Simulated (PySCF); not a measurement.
# A small calculation by hand: chemical shift, span and skew from a shielding tensor

C₃H₉FSi₂, SMILES C1([SiH3])([SiH2]F)CC1. Atoms are numbered in the order given.

```xyz
15

F      2.1649     0.4668     0.8330
Si     0.9927    -0.6688     0.8734
C     -0.3746    -0.2001    -0.2764
Si    -1.1028     1.5114    -0.0938
C     -1.3131    -1.3427    -0.6471
C     -0.3663    -0.8090    -1.6695
H      0.5163    -0.7432     2.2812
H      1.5825    -1.9687     0.4446
H     -2.3202     1.6002    -0.9569
H     -1.4885     1.7652     1.3262
H     -0.1281     2.5564    -0.5182
H     -2.3797    -1.1176    -0.7521
H     -1.1121    -2.3364    -0.2290
H     -0.7772    -0.2117    -2.4908
H      0.4886    -1.4301    -1.9583
```
Charge 0, spin multiplicity 1.

Geometry: ωB97X-D3(BJ)/def2-SVP. The structure was generated by enumeration, and PubChem lists no compound with its InChIKey, so it may never have been made. The values are those of a single conformer.

GIAO shieldings from PBE/pcSseg-1 run with PySCF, non-relativistic, no solvent. The symmetric part of the tensor of F1 has the principal values 341.3, 353.0, 404.1 ppm. The same nucleus in CFCl3 has σ = 133.6 ppm at this level (PySCF, at its B3LYP-D3(BJ)/def2-TZVP geometry).

Work out the isotropic shielding, the ¹⁹F shift against CFCl3, the span and the skew.


σ(iso) = (σ11 + σ22 + σ33)/3 = 366.1 ppm. δ = σ(ref) − σ(iso) = 133.6 − (366.1) = -232.5 ppm.
Span Ω = σ33 − σ11 = 62.8 ppm. Skew κ = 3(σ(iso) − σ22)/Ω = 0.63. Tumbling in solution averages the tensor to δ; in a static solid the shielding alone would spread this spin-1/2 line over Ω.
